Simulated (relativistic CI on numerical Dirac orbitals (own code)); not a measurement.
Ligand-field terms of d8

Computed with a parametric ligand-field model of a d^n configuration (Racah B and C, spin-orbit zeta, crystal field), exact diagonalisation.

Field parameters in Wybourne normalisation: Oh B⁴₀ = 21Dq, B⁴₄ = √(5/14) B⁴₀; Td as Oh with Dq negative (B⁴₀ = 21Dq, B⁴₄ = √(5/14) B⁴₀). The field is a parameter set, without covalency.

Problem. Ground term and bands for B = 900, C = 3380, ζ = 0 cm⁻¹, Oh, 10Dq = 37050 cm⁻¹?

Solution. Ground term 3A2 with 2.00 electrons in the two orbitals of the cubic e set. Spin-allowed: 3T2 37050 cm⁻¹ (270 nm), 3T1 46876 cm⁻¹ (213 nm), 3T1 77774 cm⁻¹ (129 nm). Lowest spin-forbidden: 1E 13831 cm⁻¹ (723 nm), 1A1 25939 cm⁻¹ (386 nm), 1T2 50756 cm⁻¹ (197 nm). With an A2 ground term the first spin-allowed band lies at |10Dq| itself.

Problem. Ground term and bands for B = 880, C = 4450, ζ = 0 cm⁻¹, Oh, 10Dq = 11350 cm⁻¹?

Solution. Ground term 3A2 with 2.00 electrons in the two orbitals of the cubic e set. Spin-allowed: 3T2 11350 cm⁻¹ (881 nm), 3T1 18073 cm⁻¹ (553 nm), 3T1 29177 cm⁻¹ (343 nm). Lowest spin-forbidden: 1E 15552 cm⁻¹ (643 nm), 1A1 25351 cm⁻¹ (394 nm), 1T2 26572 cm⁻¹ (376 nm). With an A2 ground term the first spin-allowed band lies at |10Dq| itself.

Problem. A d8 ion in Oh symmetry has the ground term 3A2 and bands at 1E 7958 cm⁻¹ (1257 nm), 1A1 15007 cm⁻¹ (666 nm), 3T2 27350 cm⁻¹ (366 nm), 3T1 32336 cm⁻¹ (309 nm), 1T2 35267 cm⁻¹ (284 nm), 3T1 56314 cm⁻¹ (178 nm). Which parameters reproduce them?

Solution. B = 440, C = 2240, ζ = 0 cm⁻¹, Oh, 10Dq = 27350 cm⁻¹.

Problem. Ground term and bands for B = 710, C = 3520, ζ = 0 cm⁻¹, Oh, 10Dq = 19450 cm⁻¹?

Solution. Ground term 3A2 with 2.00 electrons in the two orbitals of the cubic e set. Spin-allowed: 3T2 19450 cm⁻¹ (514 nm), 3T1 26703 cm⁻¹ (374 nm), 3T1 42297 cm⁻¹ (236 nm). Lowest spin-forbidden: 1E 12568 cm⁻¹ (796 nm), 1A1 22322 cm⁻¹ (448 nm), 1T2 31874 cm⁻¹ (314 nm). With an A2 ground term the first spin-allowed band lies at |10Dq| itself.

Problem. A d8 ion in Td symmetry has the ground term 3T1 and bands at 3T2 2192 cm⁻¹, 3A2 4842 cm⁻¹ (2065 nm), 1T2 13138 cm⁻¹ (761 nm), 1E 13904 cm⁻¹ (719 nm), 3T1 15684 cm⁻¹ (638 nm), 1T2 19806 cm⁻¹ (505 nm). Which parameters reproduce them?

Solution. B = 930, C = 3850, ζ = 0 cm⁻¹, Td, 10Dq = -2650 cm⁻¹.
